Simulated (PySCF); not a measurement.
Simulation results for CH$_{4}$BClGe, CH$_{7}$BGeN, CH$_{8}$BGeN, CH$_{6}$BGeO and others

All values are calculated (PySCF 2.14.0). Calculation on a computer-drawn molecule: the log of a Hartree-Fock and frozen-core CCSD(T) single point meant for a local Hartree-Fock minimum, with one planted fault or none, to be diagnosed. Offsets are logged minus clean, where the clean run is the same molecule without the fault. The reference is restricted for singlets and unrestricted otherwise, and also for a bond in bohr or an excited solution. Adding or removing an electron swaps singlet and doublet. The excited solution moves the top pair (singlet) or top alpha electron (doublet) to the lowest empty orbital. Highest occupied and lowest empty are orbital energies over both spins, largest force is the largest gradient component, triples share is (T) over the correlation energy, the T1 limit is 0.02 restricted and 0.045 unrestricted, electrons count all cores, a negative frequency is imaginary (commonest isotopes), and the dipole is about the centre of nuclear charge; on germanium a core potential holds 10 electrons, which the energies leave out, and 3d is frozen in MP2 and coupled-cluster steps.

Common to all runs: meant basis and core potential on germanium cc-pVDZ-PP ECP10MDF; logged SCF converged yes; possible faults no fault, one electron removed, one electron added, multiplicity raised by two, geometry at a saddle point, SCF held on an excited solution, minimal basis STO-3G, one bond length entered in bohr, all coordinates scaled.

(1) 
```xyz
8
formula=CH4BClGe meant_charge=0 meant_multiplicity=1 meant_basis=cc-pV(D+d)Z logged_electrons=64 logged_basis_functions=94 logged_spin_squared=0 logged_highest_occupied=-5.6396 logged_lowest_empty=-2.3245 logged_largest_force=0.059837 logged_CC_converged=no logged_dipole_magnitude=4.1299 logged_SCF_stable_within_its_kind=no logged_energy_HF=-817.56833 planted_fault=SCF_held_on_an_excited_solution HF_energy_offset_from_clean_run=132.5
C     -0.7454     0.6704    -0.1928
B      0.6551     1.0419     0.4295
Ge     1.0397     1.2059     2.5152
Cl     0.5117     3.3843     2.3325
H     -1.5928     0.6988     0.4949
H     -0.6499    -0.3644    -0.5562
H     -0.9786     1.2792    -1.0705
H      1.5786     1.2604    -0.3140
```

Units: logged_highest_occupied, logged_lowest_empty in eV; logged_largest_force in hartree/bohr; logged_dipole_magnitude in debye; logged_energy_HF in hartree; HF_energy_offset_from_clean_run in kcal/mol.

Drawn bonds:
```csv
atom,other atom,order
1,2,1
2,3,1
3,4,1
1,5,1
1,6,1
1,7,1
2,8,1
```

Notes: CCSD not converged.

(2) 
```xyz
8
formula=CH4BClGe meant_charge=0 meant_multiplicity=1 meant_basis=cc-pV(D+d)Z logged_electrons=64 logged_basis_functions=94 logged_spin_squared=0 logged_highest_occupied=-5.7949 logged_lowest_empty=-2.3001 logged_largest_force=0.06242 logged_CC_converged=no logged_dipole_magnitude=1.9693 logged_SCF_stable_within_its_kind=no logged_energy_HF=-817.56816 planted_fault=SCF_held_on_an_excited_solution HF_energy_offset_from_clean_run=129.3
C     -0.7622     1.7624     0.0200
B     -1.2925     2.1151    -1.4176
Cl    -0.7734     3.6829    -2.1306
Ge    -2.4719     0.9747    -2.7527
H      0.3023     1.5082    -0.0687
H     -0.8244     2.6224     0.6927
H     -1.2688     0.9111     0.4797
H     -3.7961     1.6370    -2.1867
```

Units: logged_highest_occupied, logged_lowest_empty in eV; logged_largest_force in hartree/bohr; logged_dipole_magnitude in debye; logged_energy_HF in hartree; HF_energy_offset_from_clean_run in kcal/mol.

Drawn bonds:
```csv
atom,other atom,order
1,2,1
2,3,1
2,4,1
1,5,1
1,6,1
1,7,1
4,8,1
```

Notes: CCSD not converged.

(3) 
```xyz
11
formula=CH7BGeN meant_charge=1 meant_multiplicity=1 meant_basis=cc-pVDZ logged_electrons=57 logged_basis_functions=100 logged_spin_squared=0.7675 logged_highest_occupied=-6.9863 logged_lowest_empty=1.8993 logged_largest_force=0.033454 logged_T1_diagnostic=0.013292 logged_D1_diagnostic=0.047867 logged_triples_share=0.028248 logged_CC_converged=yes logged_dipole_magnitude=2.9864 logged_SCF_stable_within_its_kind=yes logged_energy_HF=-414.47739 logged_energy_CCSD(T)=-415.03027 planted_fault=one_electron_added HF_energy_offset_from_clean_run=-144.2 CCSD(T)_energy_offset_from_clean_run=-152.3
C     -0.9768     2.2375    -1.8164
B     -1.1903     1.1476    -0.7143
N     -2.1504     0.1725    -0.6429
Ge     0.1930     1.1381     0.9403
H     -1.0368     3.2455    -1.3934
H     -1.7233     2.1606    -2.6096
H      0.0133     2.1481    -2.2752
H     -2.8468     0.0846    -1.3617
H     -2.2565    -0.5093     0.0810
H      0.1464     0.1680     2.1172
H      1.3593     2.1049     1.0964
```

Units: logged_highest_occupied, logged_lowest_empty in eV; logged_largest_force in hartree/bohr; logged_dipole_magnitude in debye; logged_energy_HF, logged_energy_CCSD(T) in hartree; HF_energy_offset_from_clean_run, CCSD(T)_energy_offset_from_clean_run in kcal/mol.

Drawn bonds:
```csv
atom,other atom,order
1,2,1
2,3,1
2,4,1
1,5,1
1,6,1
1,7,1
3,8,1
3,9,1
4,10,1
4,11,1
```

(4) 
```xyz
12
formula=CH8BGeN meant_charge=0 meant_multiplicity=1 meant_basis=cc-pVDZ logged_electrons=58 logged_basis_functions=105 logged_spin_squared=1.0052 logged_highest_occupied=-7.0417 logged_lowest_empty=1.9601 logged_largest_force=0.034707 logged_CC_converged=no logged_dipole_magnitude=3.0492 logged_SCF_stable_within_its_kind=yes logged_energy_HF=-414.89043 planted_fault=one_bond_length_entered_in_bohr,row_2_of_the_drawn_bonds HF_energy_offset_from_clean_run=123.3
C     -1.2208     0.5196     0.9562
B     -1.8469     0.4758    -0.5015
N     -2.8772     2.6348    -1.5973
Ge    -1.8773    -1.3093    -1.6119
H     -1.2705     1.5097     1.4214
H     -0.1700     0.2105     0.9335
H     -1.7323    -0.1890     1.6167
H     -2.8988     3.5193    -1.1296
H     -3.2820     2.6580    -2.5098
H     -2.6662    -2.4217    -0.8973
H     -0.4621    -1.8648    -1.8550
H     -2.5273    -1.1208    -2.9982
```

Units: logged_highest_occupied, logged_lowest_empty in eV; logged_largest_force in hartree/bohr; logged_dipole_magnitude in debye; logged_energy_HF in hartree; HF_energy_offset_from_clean_run in kcal/mol.

Drawn bonds:
```csv
atom,other atom,order
1,2,1
2,3,1
2,4,1
1,5,1
1,6,1
1,7,1
3,8,1
3,9,1
4,10,1
4,11,1
4,12,1
```

Notes: CCSD not converged.

(5) 
```xyz
10
formula=CH6BGeO meant_charge=0 meant_multiplicity=2 meant_basis=cc-pVDZ logged_electrons=57 logged_basis_functions=95 logged_spin_squared=1.5799 logged_highest_occupied=-8.5837 logged_lowest_empty=1.4571 logged_largest_force=0.021657 logged_T1_diagnostic=0.057513 logged_D1_diagnostic=0.30929 logged_triples_share=0.035481 logged_CC_converged=yes logged_dipole_magnitude=2.1198 logged_SCF_stable_within_its_kind=yes logged_energy_HF=-434.11082 logged_energy_CCSD(T)=-434.64831 planted_fault=one_bond_length_entered_in_bohr,row_9_of_the_drawn_bonds HF_energy_offset_from_clean_run=80.94 CCSD(T)_energy_offset_from_clean_run=89.28
C      0.5102     0.5499    -1.9962
B      1.3018     0.7185    -0.6616
Ge     1.7408    -0.4902     0.9612
O      1.3460    -2.2285     0.7368
H     -0.5477     0.7110    -1.7365
H      0.5810    -0.4577    -2.4183
H      0.7655     1.2847    -2.7628
H      3.2422    -0.5125     1.2379
H      0.9872     0.0276     2.1972
H     -0.3815    -2.5757     0.4369
```

Units: logged_highest_occupied, logged_lowest_empty in eV; logged_largest_force in hartree/bohr; logged_dipole_magnitude in debye; logged_energy_HF, logged_energy_CCSD(T) in hartree; HF_energy_offset_from_clean_run, CCSD(T)_energy_offset_from_clean_run in kcal/mol.

Drawn bonds:
```csv
atom,other atom,order
1,2,1
2,3,1
3,4,1
1,5,1
1,6,1
1,7,1
3,8,1
3,9,1
4,10,1
```

Notes: T1 above single-reference limit.

(6) 
```xyz
10
formula=CH6BGeO meant_charge=0 meant_multiplicity=2 meant_basis=cc-pVDZ logged_electrons=57 logged_basis_functions=95 logged_spin_squared=0.7579 logged_highest_occupied=-8.4843 logged_lowest_empty=1.5874 logged_largest_force=4.203e-05 logged_lowest_frequency=80.222 logged_T1_diagnostic=0.014028 logged_D1_diagnostic=0.048567 logged_triples_share=0.025059 logged_CC_converged=yes logged_dipole_magnitude=2.4491 logged_SCF_stable_within_its_kind=yes logged_energy_HF=-434.2398 logged_energy_CCSD(T)=-434.79059 planted_fault=no_fault HF_energy_offset_from_clean_run=0 CCSD(T)_energy_offset_from_clean_run=0
C      0.5102     0.5499    -1.9962
B      1.3018     0.7185    -0.6616
Ge     1.7408    -0.4902     0.9612
O      1.3460    -2.2285     0.7368
H     -0.5477     0.7110    -1.7365
H      0.5810    -0.4577    -2.4183
H      0.7655     1.2847    -2.7628
H      3.2422    -0.5125     1.2379
H      0.9872     0.0276     2.1972
H      0.4319    -2.4123     0.5781
```

Units: logged_highest_occupied, logged_lowest_empty in eV; logged_largest_force in hartree/bohr; logged_lowest_frequency in cm⁻¹; logged_dipole_magnitude in debye; logged_energy_HF, logged_energy_CCSD(T) in hartree; HF_energy_offset_from_clean_run, CCSD(T)_energy_offset_from_clean_run in kcal/mol.

Drawn bonds:
```csv
atom,other atom,order
1,2,1
2,3,1
3,4,1
1,5,1
1,6,1
1,7,1
3,8,1
3,9,1
4,10,1
```

(7) 
```xyz
10
formula=C2H7Ge meant_charge=1 meant_multiplicity=1 meant_basis=cc-pVDZ logged_electrons=49 logged_basis_functions=86 logged_spin_squared=0.7662 logged_highest_occupied=-24.813 logged_lowest_empty=-15.313 logged_largest_force=0.088797 logged_T1_diagnostic=0.032102 logged_D1_diagnostic=0.17752 logged_triples_share=0.03002 logged_CC_converged=yes logged_dipole_magnitude=1.6929 logged_SCF_stable_within_its_kind=yes logged_energy_HF=-372.30908 logged_energy_CCSD(T)=-372.71756 planted_fault=one_electron_removed HF_energy_offset_from_clean_run=376.8 CCSD(T)_energy_offset_from_clean_run=387.9
C     -0.0196    -2.2685     0.4977
C     -0.3548    -0.9720    -0.2476
Ge     1.1571     0.0200    -0.9239
H      0.4983    -2.9819    -0.1439
H      0.5956    -2.0817     1.3783
H     -0.9471    -2.7326     0.8314
H     -0.9943    -1.1414    -1.1213
H     -0.8990    -0.2560     0.3794
H      2.5928    -0.4222    -0.7154
H      0.9665     1.3069    -1.7028
```

Units: logged_highest_occupied, logged_lowest_empty in eV; logged_largest_force in hartree/bohr; logged_dipole_magnitude in debye; logged_energy_HF, logged_energy_CCSD(T) in hartree; HF_energy_offset_from_clean_run, CCSD(T)_energy_offset_from_clean_run in kcal/mol.

Drawn bonds:
```csv
atom,other atom,order
1,2,1
2,3,1
1,4,1
1,5,1
1,6,1
2,7,1
2,8,1
3,9,1
3,10,1
```

(8) 
```xyz
10
formula=C2H7Ge meant_charge=1 meant_multiplicity=1 meant_basis=cc-pVDZ logged_electrons=51 logged_basis_functions=86 logged_spin_squared=0.7671 logged_highest_occupied=-6.9469 logged_lowest_empty=2.2326 logged_largest_force=0.017789 logged_T1_diagnostic=0.0089812 logged_D1_diagnostic=0.028284 logged_triples_share=0.02694 logged_CC_converged=yes logged_dipole_magnitude=1.2473 logged_SCF_stable_within_its_kind=yes logged_energy_HF=-373.13824 logged_energy_CCSD(T)=-373.58024
C     -0.0196    -2.2685     0.4977
C     -0.3548    -0.9720    -0.2476
Ge     1.1571     0.0200    -0.9239
H      0.4983    -2.9819    -0.1439
H      0.5956    -2.0817     1.3783
H     -0.9471    -2.7326     0.8314
H     -0.9943    -1.1414    -1.1213
H     -0.8990    -0.2560     0.3794
H      2.5928    -0.4222    -0.7154
H      0.9665     1.3069    -1.7028
```

Units: logged_highest_occupied, logged_lowest_empty in eV; logged_largest_force in hartree/bohr; logged_dipole_magnitude in debye; logged_energy_HF, logged_energy_CCSD(T) in hartree.

Drawn bonds:
```csv
atom,other atom,order
1,2,1
2,3,1
1,4,1
1,5,1
1,6,1
2,7,1
2,8,1
3,9,1
3,10,1
```

Questions
1. C$_{2}$H$_{7}$Ge (entry 8): planted fault?

## Answers
1. one electron added

Further results for C$_{2}$H$_{7}$Ge (entry 8):

```
HF energy offset from clean run      : -143.5 kcal/mol
CCSD(T) energy offset from clean run : -153.5 kcal/mol
```
